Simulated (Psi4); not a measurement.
Relaxed torsion scan: SMILES F[Si](F)(F)/C=C\Cl. Scanned: dihedral F1–Si2–C5–C6; all other coordinates were relaxed at B3LYP-D3(BJ)/def2-SVP.

Geometry of the scan point at 70° (Å):
```
9

F     -1.6170     0.9160    -1.3114
Si    -1.2340    -0.1510    -0.1745
F     -2.0201    -1.5102    -0.5182
F     -1.8167     0.4055     1.2119
C      0.5649    -0.5185    -0.1033
C      1.5058     0.3334     0.3195
Cl     1.1690     1.9511     0.8496
H      0.9052    -1.5130    -0.4140
H      2.5706     0.0886     0.3648
```

Computed with PBE-D3(BJ)/def2-TZVP // B3LYP-D3(BJ)/def2-SVP run with Psi4.

Scanned values (°): 0, 10, 20, 30, 40, 50, 60, 70, 80, 90, 100, 110.

Q: Locate the minima and the barriers on this grid.

A: Lower than their neighbours: 60° (0.00 kJ/mol). Higher than their neighbours: 0° (3.52 kJ/mol, end of the scan), 110° (3.33 kJ/mol, end of the scan). The whole profile spans 3.52 kJ/mol.
